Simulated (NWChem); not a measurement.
System: SiH₂O₂BrCl; SMILES Cl[Si](O)(Br)O

Here is an NWChem input.

```
start job
memory heap 200 mb stack 900 mb global 1100 mb
geometry units angstroms noautoz
  O     -1.241189    -0.950791     1.394454
  Si    -0.416959    -0.604326     0.005556
  O     -1.411277    -0.885424    -1.292700
  Cl     1.239708    -1.821415     0.013350
  Br     0.280330     1.521357    -0.065738
  H     -2.113656    -0.523650     1.467765
  H     -1.125473    -0.488938    -2.135067
end
basis spherical
  O library 3-21g
  Si library 3-21g
  Cl library 3-21g
  Br library 3-21g
  H library 3-21g
end
dft
  xc b3lyp
  iterations 150
  mulliken
end
task dft energy
```

NWChem printed, in part:

```
             Northwest Computational Chemistry Package (NWChem) 7.3.0
             --------------------------------------------------------

 C1  symmetry detected

                             Geometry "geometry" -> ""
                             -------------------------

 Output coordinates in angstroms (scale by  1.889725989 to convert to a.u.)

  No.       Tag          Charge          X              Y              Z
 ---- ---------------- ---------- -------------- -------------- --------------
    1 O                    8.0000    -1.23572356    -0.99915812     1.37878944
    2 Si                  14.0000    -0.41790732    -0.58696600     0.00412403
    3 O                    8.0000    -1.41188580    -0.82440228    -1.30308055
    4 Cl                  17.0000     1.25123269    -1.78606462    -0.04110882
    5 Br                  35.0000     0.25728291     1.54697293     0.01980275
    6 H                    1.0000    -2.11239885    -0.58450086     1.47110626
    7 H                    1.0000    -1.13188134    -0.39044583    -2.12875999

 Effective nuclear repulsion energy (a.u.)     525.3958461343

                                 NWChem DFT Module
                                 -----------------

 Summary of "ao basis" -> "ao basis" (spherical)
 ------------------------------------------------------------------------------
       Tag                 Description            Shells   Functions and Types
 ---------------- ------------------------------  ------  ---------------------
 O                           3-21g                   5        9   3s2p
 Si                          3-21g                   7       13   4s3p
 Cl                          3-21g                   7       13   4s3p
 Br                          3-21g                  10       22   5s4p1d
 H                           3-21g                   2        2   2s

            General Information
            -------------------
          SCF calculation type: DFT
          Wavefunction type:  closed shell.
          No. of atoms     :     7
          No. of electrons :    84
           Alpha electrons :    42
            Beta electrons :    42
          Charge           :     0
          Spin multiplicity:     1
          Use of symmetry is: off; symmetry adaption is: off
          Maximum number of iterations: 150
          AO basis - number of functions:    70
                     number of shells:    38
          Convergence on energy requested:  1.00D-06
          Convergence on density requested:  1.00D-05
          Convergence on gradient requested:  5.00D-04

              XC Information
              --------------
                         B3LYP Method XC Potential
                     Hartree-Fock (Exact) Exchange  0.200
                        Slater Exchange Functional  0.800 local
                    Becke 1988 Exchange Functional  0.720 non-local
              Lee-Yang-Parr Correlation Functional  0.810
                  VWN I RPA Correlation Functional  0.190 local

             Grid Information
             ----------------
          Grid used for XC integration:  medium
          Radial quadrature: Mura-Knowles
          Angular quadrature: Lebedev.
          Tag              B.-S. Rad. Rad. Pts. Rad. Cut. Ang. Pts.
          ---              ---------- --------- --------- ---------
          O                   0.60       49           9.0       434
          Si                  1.10       88           8.0       590
          Cl                  1.00       88          10.0       590
          Br                  1.15      112          10.0       590
          H                   0.35       45          10.0       434
          Grid pruning is: on
          Number of quadrature shells:   476
          Spatial weights used:  Erf1

      Superposition of Atomic Density Guess
      -------------------------------------

 Sum of atomic energies:       -3454.38980683

      Non-variational initial energy
      ------------------------------

 Total energy =   -3455.650068
 1-e energy   =   -5856.736407
 2-e energy   =    1875.690493
 HOMO         =      -0.385074
 LUMO         =       0.052120

     ---------------------------------------------
      Total Density - Mulliken Population Analysis
     ---------------------------------------------

    Atom       Charge   Shell Charges
 -----------   ------   -------------------------------------------------------
    1 O    8     9.02   1.99  0.43  2.28  1.43  2.89
    2 Si  14    12.05   2.00  1.97  5.85  0.59  0.94  0.25  0.45
    3 O    8     9.02   1.99  0.43  2.28  1.43  2.89
    4 Cl  17    17.53   2.00  1.96  5.91  1.13  3.12  0.88  2.53
    5 Br  35    35.44   2.00  2.00  5.99  2.00  5.97  0.76  2.36  1.22  3.13 10.00
    6 H    1     0.47   0.30  0.17
    7 H    1     0.47   0.30  0.17

   convergence    iter        energy       DeltaE   RMS-Dens  Diis-err
 ---------------- ----- ----------------- --------- --------- ---------
 d= 0,ls=0.0,diis     1  -3458.5851196823 -3.98D+03  2.72D-02  1.09D+00
 d= 0,ls=0.0,diis     2  -3458.5722358175  1.29D-02  1.45D-02  1.42D+00
 d= 0,ls=0.0,diis     3  -3458.7142896612 -1.42D-01  3.81D-03  7.46D-02
 d= 0,ls=0.0,diis     4  -3458.7196337301 -5.34D-03  1.54D-03  9.06D-03
 d= 0,ls=0.0,diis     5  -3458.7211466998 -1.51D-03  1.87D-04  1.46D-04
  Resetting Diis
 d= 0,ls=0.0,diis     6  -3458.7211638122 -1.71D-05  5.80D-05  2.12D-05
 d= 0,ls=0.0,diis     7  -3458.7211655884 -1.78D-06  4.39D-05  3.35D-06
 d= 0,ls=0.0,diis     8  -3458.7211650582  5.30D-07  2.71D-05  9.46D-06
 d= 0,ls=0.0,diis     9  -3458.7211659029 -8.45D-07  2.36D-06  2.21D-08

         Total DFT energy =    -3458.721165902864
      One electron energy =    -5857.859109211733
           Coulomb energy =     2032.326757338389
    Exchange-Corr. energy =     -158.584660163797
 Nuclear repulsion energy =      525.395846134278

 Numeric. integr. density =       84.000002358828

                       DFT Final Molecular Orbital Analysis
                       ------------------------------------

 Vector   40  Occ=2.000000D+00  E=-3.356325D-01
              MO Center=  4.3D-02, -1.1D+00, -8.7D-03, r^2= 4.3D+00
   Bfn.  Coefficient  Atom+Function         Bfn.  Coefficient  Atom+Function
  ----- ------------  ---------------      ----- ------------  ---------------
    40      0.401682  4 Cl pz                44      0.326244  4 Cl pz
    60     -0.218860  5 Br py                30     -0.200406  3 O  py
    36     -0.185876  4 Cl pz                29      0.184204  3 O  px
    26     -0.181873  3 O  py                21     -0.177348  2 Si py
    25      0.166459  3 O  px                42      0.160882  4 Cl px

 Vector   41  Occ=2.000000D+00  E=-3.108556D-01
              MO Center=  5.1D-02,  1.0D+00,  1.1D-01, r^2= 3.1D+00
   Bfn.  Coefficient  Atom+Function         Bfn.  Coefficient  Atom+Function
  ----- ------------  ---------------      ----- ------------  ---------------
    61      0.531904  5 Br pz                57      0.477204  5 Br pz
    53     -0.321952  5 Br pz                 8     -0.193846  1 O  py
     4     -0.170154  1 O  py                30      0.116764  3 O  py
    40     -0.108762  4 Cl pz                49      0.103962  5 Br pz
    26      0.102718  3 O  py                44     -0.100068  4 Cl pz

 Vector   42  Occ=2.000000D+00  E=-3.078798D-01
              MO Center=  2.9D-01,  8.8D-01, -5.0D-02, r^2= 3.4D+00
   Bfn.  Coefficient  Atom+Function         Bfn.  Coefficient  Atom+Function
  ----- ------------  ---------------      ----- ------------  ---------------
    59      0.506319  5 Br px                55      0.449683  5 Br px
    51     -0.303699  5 Br px                39     -0.235895  4 Cl py
    43     -0.197683  4 Cl py                60     -0.152623  5 Br py
    56     -0.141224  5 Br py                30      0.137853  3 O  py
    26      0.119927  3 O  py                35      0.108068  4 Cl py

 Vector   43  Occ=0.000000D+00  E=-2.742098D-02
              MO Center= -1.1D-02, -1.8D-01, -8.7D-02, r^2= 4.0D+00
   Bfn.  Coefficient  Atom+Function         Bfn.  Coefficient  Atom+Function
  ----- ------------  ---------------      ----- ------------  ---------------
    19      1.101029  2 Si s                 60      0.547542  5 Br py
    58     -0.355334  5 Br s                 41     -0.349450  4 Cl s
    15      0.344976  2 Si s                 28     -0.336818  3 O  s
     6     -0.329731  1 O  s                 42      0.315020  4 Cl px
    43     -0.304550  4 Cl py                11     -0.276714  2 Si s

 Vector   44  Occ=0.000000D+00  E= 4.608863D-02
              MO Center= -1.2D+00, -4.9D-01,  1.0D-01, r^2= 4.3D+00
   Bfn.  Coefficient  Atom+Function         Bfn.  Coefficient  Atom+Function
  ----- ------------  ---------------      ----- ------------  ---------------
    20      0.733393  2 Si px                 6      0.715710  1 O  s
    70     -0.528657  7 H  s                 68     -0.460023  6 H  s
    28      0.453076  3 O  s                 22     -0.378628  2 Si pz
    41     -0.380101  4 Cl s                 16      0.328570  2 Si px
    60      0.267673  5 Br py                43     -0.250856  4 Cl py

 Vector   45  Occ=0.000000D+00  E= 5.118113D-02
              MO Center= -6.5D-01, -4.4D-01, -7.0D-01, r^2= 4.3D+00
   Bfn.  Coefficient  Atom+Function         Bfn.  Coefficient  Atom+Function
  ----- ------------  ---------------      ----- ------------  ---------------
    28      0.756359  3 O  s                 22      0.689548  2 Si pz
    70     -0.587395  7 H  s                  6     -0.440217  1 O  s
    18      0.291292  2 Si pz                29      0.267681  3 O  px
    21      0.245742  2 Si py                17      0.214216  2 Si py
    68      0.213210  6 H  s                  8     -0.199801  1 O  py

     ---------------------------------------------
      Total Density - Mulliken Population Analysis
     ---------------------------------------------

    Atom       Charge   Shell Charges
 -----------   ------   -------------------------------------------------------
    1 O    8     8.66   1.98  0.42  2.15  1.47  2.63
    2 Si  14    12.89   2.00  1.97  5.85  0.78  1.50  0.18  0.62
    3 O    8     8.66   1.98  0.42  2.15  1.48  2.63
    4 Cl  17    17.34   2.00  1.95  5.89  1.17  3.10  0.88  2.35
    5 Br  35    35.25   2.00  2.00  5.99  2.00  5.96  0.84  2.39  1.18  2.90 10.00
    6 H    1     0.60   0.42  0.18
    7 H    1     0.60   0.42  0.18

     -------------------------------------------
      Total Density - Lowdin Population Analysis
     -------------------------------------------

    Atom       Charge   Shell Charges
 -----------   ------   -------------------------------------------------------
    1 O    8     8.46   1.98  0.57  2.12  1.06  2.73
    2 Si  14    13.28   2.00  1.94  5.78  0.63  1.46  0.40  1.06
    3 O    8     8.47   1.98  0.58  2.11  1.06  2.74
    4 Cl  17    17.22   2.00  1.95  5.84  1.05  2.98  0.85  2.55
    5 Br  35    35.13   2.00  1.99  5.98  2.00  5.80  0.92  2.48  0.95  3.01 10.00
    6 H    1     0.72   0.42  0.30
    7 H    1     0.72   0.42  0.30

     Multipole analysis of the density
     ---------------------------------

     L   x y z        total         alpha         beta         nuclear
     -   - - -        -----         -----         ----         -------
     0   0 0 0     -0.000000    -42.000000    -42.000000     84.000000

     1   1 0 0     -0.912300     -0.456150     -0.456150      0.000000
     1   0 1 0      0.679038      0.339519      0.339519      0.000000
     1   0 0 1     -0.580657     -0.290328     -0.290328      0.000000

     2   2 0 0    -40.579981   -136.856015   -136.856015    233.132049
     2   1 1 0     -0.110365     -0.481924     -0.481924      0.853482
     2   1 0 1     -1.561152     -0.190809     -0.190809     -1.179535
     2   0 2 0    -46.726186   -303.211305   -303.211305    559.696425
     2   0 1 1      0.529397      0.566674      0.566674     -0.603951
     2   0 0 2    -38.421808    -82.652824    -82.652824    126.883839
```

Level: B3LYP/3-21G. All runs use the structure optimised with PBE-D3(BJ)/def2-SVP.
